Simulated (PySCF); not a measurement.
C2H7NZn, SMILES C[CH2][Zn][NH2].

Coordinates come from a B3LYP-D3(BJ)/def2-SVP optimisation. The structure was generated by enumeration; whether it is a known compound was not checked. Other conformers were not sampled.

Computed with TDA-PBE0/def2-SVPD (PySCF).

Vertical excitations. 

```tsv
state	energy (eV)	λ (nm)	f	main pairs
S1	5.29	235	0.076	HOMO→LUMO 90 %
S2	5.36	231	0.000	HOMO→LUMO+1 99 %
S3	6.04	205	0.015	HOMO→LUMO+2 82 %
S4	6.36	195	0.041	HOMO−1→LUMO+1 98 %
S5	6.43	193	0.240	HOMO−1→LUMO 83 %
S6	6.71	185	0.084	HOMO−1→LUMO+2 79 %
S7	6.77	183	0.014	HOMO→LUMO+3 83 %
S8	7.56	164	0.067	HOMO−1→LUMO+3 86 %
S9	7.80	159	0.018	HOMO→LUMO+4 78 %
S10	7.97	156	0.004	HOMO→LUMO+6 70 %, HOMO→LUMO+7 25 %
T1	4.69	264	0	HOMO→LUMO 93 %
T2	5.28	235	0	HOMO→LUMO+1 99 %
T3	5.34	232	0	HOMO→LUMO+2 87 %
T4	5.62	221	0	HOMO−1→LUMO 88 %
```
Triplets are in the Tamm–Dancoff approximation.
